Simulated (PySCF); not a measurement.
Working with the constants of BeP

UHF-CCSD(T) constants of BeP, ⁴Σ⁻ (quartet), unpaired electrons σ ↑, π ↑↑ (Be pcseg-2, P pcseg-2; no relativity (PySCF 2.14); masses 9.0122 and 30.9738 u):

- ωe: 622.7 cm⁻¹
- ωexe: 6.23 cm⁻¹
- Be: 0.5667 cm⁻¹
- αe: 0.00656 cm⁻¹
- De to Be + P: 0.94 eV

Question: What force constant and bond length do these constants imply?

Answer: Reduced mass μred = 6.9810 u; k = 5.8918×10⁻⁷·μred·ωe² (u, cm⁻¹, mdyn/Å) = 1.59 mdyn/Å; Re = √(16.8576/(μred·Be)) (u, cm⁻¹, Å) = 2.064 Å.

Question: Estimate the centrifugal constant D from the Kratzer relation and find the Dunham coefficient a1.

Answer: D = 4Be³/ωe² = 1.88e-06 cm⁻¹; a1 = −1 − αeωe/(6Be²) = -3.12.

Correlated steps freeze 5 core orbitals. The state was picked by a PBE0 search and need not be the measured ground state.
